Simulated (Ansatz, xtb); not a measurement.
**C3H6AlClO: where a starting geometry ends**

The starting geometry of this gas-phase singlet was built from a drawn formula by distance geometry and a force field; its bonds are those of `O=C[CH2][AlH][CH2]Cl`.

```yaml
atoms:
  - { symbol: C, position_ang: [-0.5796, -0.8893, 0.8873] }
  - { symbol: C, position_ang: [0.7639, -0.3693, 0.8487] }
  - { symbol: C, position_ang: [-0.9564, 2.6297, 1.1530] }
  - { symbol: Al, position_ang: [0.7856, 1.6545, 1.0070] }
  - { symbol: Cl, position_ang: [-1.9341, 2.3267, -0.3183] }
  - { symbol: O, position_ang: [-1.2126, -0.8257, 1.9122] }
  - { symbol: H, position_ang: [-1.0291, -1.3033, -0.0651] }
  - { symbol: H, position_ang: [1.3592, -0.7750, 1.6957] }
  - { symbol: H, position_ang: [1.2658, -0.5612, -0.0835] }
  - { symbol: H, position_ang: [2.1779, 2.4912, 1.0134] }
  - { symbol: H, position_ang: [-1.4762, 2.2952, 2.0634] }
  - { symbol: H, position_ang: [-0.7074, 3.7322, 1.2044] }
```

Problem. Predict what becomes of its bonds when it is optimised with r2SCAN-D4/def2-SVP.

Solution. A new bond forms, giving a structure with Cl5 bridging C3 and Al4, given below by its coordinates. Contacts that close: Al4–Cl5 (3.10 → 2.45 Å).

The energy falls by 0.50 eV over 18 steps:

| step | E − E(last) (eV) |
| --- | --- |
| 1 | 0.496 |
| 3 | 0.194 |
| 5 | 0.121 |
| 7 | 0.032 |
| 9 | 0.012 |
| 10 | 0.004 |
| 12 | 0.001 |
| 14 | 0.000 |
| 16 | 0.000 |
| 18 | 0.000 |

Final geometry (Å):

```
atom    x (Å)    y (Å)    z (Å)
   C  -0.6525  -0.7702   0.8819
   C   0.7566  -0.3148   0.8965
   C  -0.8312   2.5411   1.4674
  Al   0.7786   1.6648   0.7736
  Cl  -1.2683   2.3661  -0.3769
   O  -1.4213  -0.6806   1.8184
   H  -1.0084  -1.1746  -0.1073
   H   1.2050  -0.5003   1.8913
   H   1.3731  -0.7800   0.1109
   H   2.0397   2.4876   0.2918
   H  -1.5965   1.9522   1.9910
   H  -0.9177   3.6142   1.6795
```

From the same start GFN2-xTB ends elsewhere, differing in C2–Al4 (3.85 against 1.98 Å here), Al4–O6 (1.65 against 3.38 Å here).

No frequencies were run, so the end isn't proven a minimum. Run with Ansatz 0.2.0, 46 s on 2 threads of Intel(R) Xeon(R) 6975P-C (Granite Rapids), with other jobs on the host.
